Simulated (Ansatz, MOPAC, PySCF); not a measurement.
Dimer: N2 (SMILES N#N) (first 2 atoms) with GeH4 (SMILES [GeH4]); geometry from B3LYP-D3(BJ)/def2-TZVP, rigid monomers moved along the line of their centres of mass till N2···Ge3 is 5.04 Å.
(charge 0, multiplicity 1):
```xyz
7

N     -0.21362    -0.07657    -1.11253
N     -0.50002     0.37811    -0.16329
Ge     0.31996    -0.13413     4.78262
H      0.69811    -0.45555     6.23690
H     -0.36085    -1.35732     4.15124
H      1.58991     0.20861     3.99009
H     -0.64210     1.06150     4.75483
```

Counterpoise-corrected where a basis set is named; no monomer relaxation. Rows marked so take none.

Correlated levels freeze the cores. Filled d and f shells under p-block atoms count as core. CBS: X⁻³ extrapolation of the correlation energy, Hartree–Fock from the larger set. Rows in 3-21G, 6-31G*, STO-3G carry no dispersion term and start afresh at each structure (6-31G* with six Cartesian d functions); the Pople sets are all-electron and without relativity. MP2/6-31G* freezes PySCF's default core, which leaves 3d correlated. The state that AM1, PM6 reach isn't checked.

The values were computed with Ansatz (a quantum-chemistry and plane-wave program) with Gaussian orbitals; MOPAC for AM1, PM6 (differences of heats of formation); PySCF for 3-21G rows, 6-31G* rows, STO-3G rows, the dispersion terms. 

Other levels give for the interaction energy: PBE/def2-TZVPPD -0.07; B3LYP/def2-TZVPPD 0.04; B3LYP-D3(BJ)/def2-TZVPPD -0.14; wB97M-V/def2-TZVPPD -0.16; CCSD(T)/CBS(aug-cc-pVDZ, aug-cc-pVTZ) -0.15 kcal/mol.

Problem. What do these common cheap choices give for the same quantity: AM1, PM6, HF/STO-3G (no counterpoise), HF/3-21G (no counterpoise), HF/6-31G* (no counterpoise), M06-2X/6-31G* (no counterpoise), MP2/6-31G*, MP2/6-31G* (no counterpoise)?

Solution. AM1 0.01; PM6 -0.02; HF/STO-3G (no counterpoise) -0.03; HF/3-21G (no counterpoise) -0.14; HF/6-31G* (no counterpoise) -0.10; M06-2X/6-31G* (no counterpoise) -0.22; MP2/6-31G* -0.10; MP2/6-31G* (no counterpoise) -0.25 kcal/mol. They span -0.25 to 0.01 kcal/mol.
